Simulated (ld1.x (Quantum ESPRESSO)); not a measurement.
**Reading a pseudo-wave (germanium (Ge))**

Columns: radius, all-electron u(r) and pseudo u(r) of the 4p shell (level -3.90 eV) of germanium in the configuration [Ar] 3d10 4s2 4p2; PBEsol, scalar-relativistic, ultrasoft scheme, ld1.x (Quantum ESPRESSO) 7.5.

| r (bohr) | all-electron | pseudo |
| --- | --- | --- |
| 0.171 | 0.0939 | 0.0095 |
| 0.342 | -0.1827 | 0.0373 |
| 0.513 | -0.2415 | 0.0815 |
| 0.684 | -0.1308 | 0.1391 |
| 0.855 | 0.0332 | 0.2062 |
| 1.026 | 0.1930 | 0.2785 |
| 1.197 | 0.3279 | 0.3514 |
| 1.368 | 0.4333 | 0.4206 |
| 1.539 | 0.5111 | 0.4824 |
| 1.710 | 0.5651 | 0.5339 |
| 1.881 | 0.5991 | 0.5730 |
| 2.052 | 0.6168 | 0.5989 |
| 2.223 | 0.6217 | 0.6118 |
| 2.394 | 0.6165 | 0.6128 |
| 2.565 | 0.6037 | 0.6036 |
| 2.736 | 0.5852 | 0.5865 |
| 2.907 | 0.5627 | 0.5639 |
| 3.078 | 0.5374 | 0.5380 |
| 3.249 | 0.5103 | 0.5105 |
| 3.420 | 0.4823 | 0.4823 |
| 3.591 | 0.4540 | 0.4540 |
| 3.762 | 0.4259 | 0.4259 |
| 3.933 | 0.3983 | 0.3983 |
| 4.104 | 0.3715 | 0.3715 |
| 4.275 | 0.3458 | 0.3458 |
| 4.446 | 0.3212 | 0.3212 |

How many radial nodes do the two functions have?

The all-electron 4p function has n − l − 1 = 2; the pseudo-wave has 0, since the states of the same l below it are removed with the core.

At about which radius was the pseudo-wave matched?

3.42 bohr, where the columns begin to agree (steps of 0.17 bohr).

Is the pseudo-wave norm-conserving?

No, it belongs to an ultrasoft set: the norm inside the radius is not constrained, and the difference is carried by the augmentation charge.
